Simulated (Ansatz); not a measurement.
Program: Ansatz. Geometries: PBE0-D4/def2-TZVP. ΔE: electronic, gas phase. CCSD(T)/CBS is the MP2 limit (def2-TZVPP, def2-QZVPP) plus CCSD(T) − MP2 in def2-TZVPP, frozen cores. This one scheme is used for every species, atoms too. For atomizations the MP2-based limit and the directly extrapolated one differ by several kJ/mol either way, and by 10 to 25 for some Ge, Se and Sn compounds, so smaller differences from it don't rank the levels. Functionals use def2-TZVPP. No spin–orbit coupling; open shells (•) take unrestricted orbitals. Spin–orbit coupling would lower the free atoms: a little for Cl; clearly for Br; strongly for Sn. def2 core potentials past Kr. For Br, Sn outer-core shells are correlated without core-valence functions, so the limit isn't a true one: a few kJ/mol of doubt a bond, and 10 to 20 or more in all where bonds break to atoms. Scalar relativity is left out up to krypton.

Reaction (atomization): `[Cl][SnH]([Br])[Br]` → 2 Br• + Cl• + H• + Sn•

```csv
level,ΔE (kJ/mol),difference from CCSD(T)/CBS
PBE-D4,1202.1,-20.8
PBE0-D4,1186.6,-36.3
r2SCAN0-D4,1177.9,-45.0
revPBE,1118.1,-104.8
BLYP,1107.6,-115.3
r2SCAN,1200.0,-22.9
MP2/def2-SVP,1105.0,-117.9
CCSD/def2-TZVPP,1116.7,-106.2
MP2/def2-QZVPP,1224.3,1.4
MP2/CBS(def2),1254.1,31.2
CCSD(T)/CBS,1222.9,0
```

Largest T1 diagnostic among the species: 0.011.

The D4 term adds +32.4 kJ/mol with B3LYP and +17.1 kJ/mol with PBE0; it sums over pairs of atoms, weighted by their polarisabilities, and B3LYP, whose exchange is more repulsive, gets the larger term. In def2-TZVPP, CCSD(T) changes the Hartree–Fock value by +320.4 kJ/mol (the triples alone add +32.6 kJ/mol) and MP2 by +351.7 kJ/mol; breaking electron pairs costs correlation energy, which Hartree–Fock lacks. From r2SCAN to r2SCAN0 (25 % exact exchange), in def2-TZVPP and without D4, ΔE moves by −27.6 kJ/mol: exact exchange takes away binding that semilocal exchange gives to molecules.

B3LYP here is the variant with VWN-RPA as its local correlation; programs differ in this.
